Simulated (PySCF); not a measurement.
Electronic absorption of C5H16N2Si2

Compound: C₅H₁₆N₂Si₂.
SMILES: `N([Si@H]1N[SiH2][C@@H](C1)CC)C`

Level of theory: PySCF 2.14.0, density-fitted response routines, TDDFT PBE0/def2-SVPD, vertical, gas phase, core orbitals frozen in the response. Geometry: PBE0-D3(BJ)/def2-SVP, one conformer, isolated molecule.

| state | E (eV) | E (hartree) | f | main configurations (H = HOMO, L = LUMO) |
| --- | --- | --- | --- | --- |
| S1 | 5.81 | 0.2134 | 0.0029 | H→L (83%), H→L+3 (9%) |
| S2 | 6.10 | 0.2241 | 0.0038 | H→L+1 (64%), H→L+2 (26%) |
| S3 | 6.32 | 0.2323 | 0.0098 | H-1→L (92%) |
| S4 | 6.61 | 0.2427 | 0.014 | H→L+3 (80%), H→L (8%) |
| S5 | 6.68 | 0.2456 | 0.0065 | H→L+2 (55%), H→L+1 (24%) |
| S6 | 6.92 | 0.2542 | 0.015 | H-1→L+1 (82%) |
| S7 | 6.96 | 0.2558 | 0.033 | H→L+5 (62%), H→L+4 (20%) |
| S8 | 7.18 | 0.2638 | 0.0063 | H-2→L (51%), H→L+6 (16%), H→L+4 (8%) |
| S9 | 7.19 | 0.2644 | 0.017 | H→L+6 (41%), H-2→L (29%), H→L+7 (16%) |
| S10 | 7.24 | 0.2659 | 0.023 | H→L+4 (51%), H→L+5 (12%), H→L+6 (11%) |

Triplets, Tamm–Dancoff:

```json
{"state": "T1", "E (eV)": "5.65", "λ (nm)": "219.4", "main configurations (H = HOMO, L = LUMO)": "H→L (67%), H→L+1 (12%), H→L+3 (11%)"}
{"state": "T2", "E (eV)": "5.90", "λ (nm)": "210.0", "main configurations (H = HOMO, L = LUMO)": "H→L+1 (36%), H→L+2 (30%), H→L (16%)"}
{"state": "T3", "E (eV)": "6.02", "λ (nm)": "206.1", "main configurations (H = HOMO, L = LUMO)": "H-1→L (79%)"}
{"state": "T4", "E (eV)": "6.43", "λ (nm)": "192.7", "main configurations (H = HOMO, L = LUMO)": "H→L+3 (41%), H→L+1 (25%), H→L+2 (9%)"}
```

The lowest singlet comes at 213 nm (560 kJ/mol) in the ultraviolet; it is very weak; its leading configuration is HOMO→LUMO (83%). The strongest level in the table is S7 at 6.96 eV (178 nm, f = 0.033). Löwdin shares by element: HOMO nitrogen 56% or more, carbon 11% or more, silicon 8% or more, hydrogen 6% or more (atoms not listed hold the other 19%); LUMO silicon 32%, hydrogen 12% or more, carbon 9% or more (atoms not listed hold the other 46%). Orbital energies (eV): HOMO-3 -8.35, HOMO-2 -7.84, HOMO-1 -7.24, HOMO -6.55, LUMO 0.40, LUMO+1 0.68, LUMO+2 1.04. Weighted by f, the mean energy of these states is 6.89 eV. The oscillator strengths of these states sum to 0.131; summed over the whole spectrum of an exact calculation they would give the number of electrons, 88 (Thomas–Reiche–Kuhn). No computed singlet lies in the visible range (380 to 750 nm); the lowest, at 213 nm, stands 2.54 eV above its violet end (3.26 eV). The vertical ionisation energy (ΔSCF) is 8.36 eV, 1.12 eV above S10. Only the lowest 10 singlets were computed, as vertical energies without vibronic structure.

Without π bonds the low states are Rydberg-like; a valence basis with one diffuse set may place them up to an eV too high.
